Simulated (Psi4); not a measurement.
The Psi4 input:
```
memory 2 GB

molecule mol {
-1 2
  N    -1.180458    0.149650   -0.080204
  N    -0.088954   -0.306126    0.078258
  O     1.110735    0.136916    0.001703
}

set basis def2-sv(p)
set reference uks

energy('blyp')
print_variables()
```

Question: What does this run give for the total energy, number of basis functions?

Answer: 
- total energy = -184.4696 Eh
- number of basis functions = 42

A gas-phase anion may not be bound at this level; its values then depend on the basis.

These values belong to the state on which the SCF converged, which isn't shown to be the lowest.
